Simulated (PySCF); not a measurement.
## Spinor energies of Ge⁻ (germanium, charge -1)

Start: [Ar] 3d10 4s2 4p3; 4p1/2 filled at m_j = -1/2, +1/2; 4p3/2 filled at m_j = +3/2. Calculated with PySCF 2.14 in x2c-TZVPall-2c with one added diffuse shell each of s, p, d type (7s8p5d1f, 63 functions): generalised Hartree-Fock with the X2C-1e Hamiltonian and a Gaussian nucleus; one run each with spin-orbit coupling (SO) switched off, then screened by Boettger's factors.

| spinor shell | electrons | ε, spin-free (eV) | ε, screened SO (eV) | weight of nominal j (screened SO) | rms radius, screened SO (bohr) |
| --- | --- | --- | --- | --- | --- |
| 1s1/2 | 2 | -11172.6 | -11172.4 | 1.000 | 0.0542 |
| 2s1/2 | 2 | -1447.2 | -1447.1 | 1.000 | 0.227 |
| 2p1/2 | 2 | -1259.1 | -1280.9 | 1.000 | 0.201 |
| 2p3/2 | 4 | -1259.1 | -1248.5 | 1.000 | 0.204 |
| 3s1/2 | 2 | -194.68 | -194.67 | 1.000 | 0.668 |
| 3p1/2 | 2 | -134.94 | -138.05 | 0.999 | 0.693 |
| 3p3/2 | 4 | -134.94 | -133.44 | 1.000 | 0.704 |
| 3d3/2 | 4 | -36.719 | -37.098 | 0.995 | 0.814 |
| 3d5/2 | 6 | -36.719 | -36.456 | 0.996 | 0.817 |
| 4s1/2 | 2 | -9.095 | -9.092 | 1.000 | 2.47 |
| 4p1/2 | 2 | -1.593 | -1.633 | 0.525 | 3.72 |
| 4p3/2 | 1 | -1.593 | -1.515 | 1.000 | 3.78 |

| quantity | spin-free | screened SO |
| --- | --- | --- |
| E (hartree) | -2097.04021 | -2097.11761 |
| M_J | 3/2 | 3/2 |
| ⟨J²⟩ | 3.753 | 3.753 |
| ⟨L²⟩ | 0.000 | 0.006 |
| ⟨S²⟩ | 3.753 | 3.750 |

Each row is a mean over spinors that exchange with the open shell spreads, by up to 5.013 eV (4s1/2).

Rows whose weight is well below 1 are mixtures of j = l ± 1/2: exchange outweighs spin-orbit coupling there, and the label is only the starting occupation.

Without spin-orbit coupling the j labels of p, d and f shells carry no meaning; the spin-free column gives the mean over the occupied spinors of each nl shell.
